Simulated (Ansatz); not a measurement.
Program: Ansatz. Geometries: PBE0-D4/def2-TZVP. ΔE: electronic, gas phase. CCSD(T)/CBS adds triple-zeta CCSD(T) − MP2 to the extrapolated MP2 energy (def2 sets, frozen cores). One conformer a species, not always the lowest.

Consider the ligand exchange at a P–S bond: `PBSP` + silanol → `[SiH3]OP` + `PBS`.

| species | CCSD(T)/CBS(def2) energy (Eh) |
| --- | --- |
| `PBSP` | -1107.47013 |
| `O[SiH3]` | -366.69042 |
| `[SiH3]OP` | -708.22479 |
| `PBS` | -765.92930 |

Q: Work out ΔE.

A: ΔE = (-708.22479) + (-765.92930) − (-1107.47013) − (-366.69042) = 0.00646 Eh = +17.0 kJ/mol.

Largest T1 diagnostic among the species: 0.016.

From PBE to PBE0 (25 % exact exchange), in def2-TZVPP and without D4, ΔE moves by −3.3 kJ/mol. At CCSD(T), def2-SVP lies −9.3 kJ/mol from the extrapolated value and def2-TZVPP −3.4 kJ/mol.
